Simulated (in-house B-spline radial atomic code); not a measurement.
Atomic self-consistent-field run: neutral calcium (an excited or competing configuration). Method: Dirac-Hartree-Fock, average of the jj configuration, Fermi nucleus of rms radius 3.4776 fm. Calculated with a B-spline radial code for spherical atoms.

In the input, a minus or plus after the letter marks the j = l - 1/2 or j = l + 1/2 subshell.

Command:
```bash
python run_scf.py task.json out
```
Settings (nuclear radius in fm, mass in u):
```
Z                20
configuration    1s2 2s2 2p6 3s2 3p-1 3p+4 4s2 8s1
hamiltonian      dirac
method           hf
spin_polarised   False
nucleus          fermi
rms_radius       3.4776
atomic_mass      39.96259
speed_of_light   137.035999084
```

Output (hartree, bohr):
```
 radial grid: 96 intervals, B-splines of order 8, outer radius 245.7 bohr

 iter        energy (Eh)    residual
    1       -675.8795333    3.18e-01
    2       -678.2670226    8.65e-02
    3       -678.4445803    3.00e-02
    4       -678.4705645    1.17e-02
    5       -678.4760220    3.17e-03
    6       -678.4763066    6.57e-04
    7       -678.4763225    8.29e-05
    8       -678.4763228    7.34e-06
    9       -678.4763228    1.21e-06
   10       -678.4763228    9.47e-08

 total energy                     -678.476323
 kinetic                            684.42560
 electron-nucleus                 -1603.91203
 electron-electron                  241.01010

 first-order corrections (not in the total)
   Gaunt                            0.20703
   retardation                     -0.01669
   frequency dependence            -0.00028
   self-energy                      0.13599
   Uehling                         -0.00998
   Wichmann-Kroll                   0.00004
   recoil                           0.00753

 orbital      occ     eigenvalue          <r>       <r^2>       <1/r>       <r^4>       r_max    small
 1s1/2      2.000     -150.78155    0.0767632   0.0079259     19.7491 0.000162418      0.0503  5.11e-03
 2s1/2      2.000      -17.55857     0.360622     0.15381     4.09235   0.0417141      0.2985  8.73e-04
 2p1/2      2.000      -14.29969     0.324852    0.130355     3.98321   0.0351712      0.2457  8.36e-04
 2p3/2      4.000      -14.19065       0.3264    0.131357     3.95097   0.0354689      0.2473  8.33e-04
 3s1/2      2.000       -2.71418      1.12683     1.45548     1.22741     3.35376      0.9793  1.68e-04
 3p1/2      1.000       -1.86364      1.21663     1.72708     1.11208     5.04719       1.027  1.44e-04
 3p3/2      4.000       -1.80856        1.228     1.76026     1.09802     5.26332       1.033  1.41e-04
 4s1/2      2.000       -0.44077      3.39669     13.0257    0.377162     257.958       2.958  2.33e-05
 8s1/2      1.000       -0.01622       46.391     2398.65   0.0291593 7.51719e+06       49.99  5.05e-07
```

Cost of the run: 4.3 s on 1 thread of Arm Neoverse V1 (shared host).

For the Dirac Hamiltonian the kinetic term is c α·p + (β - 1)c².
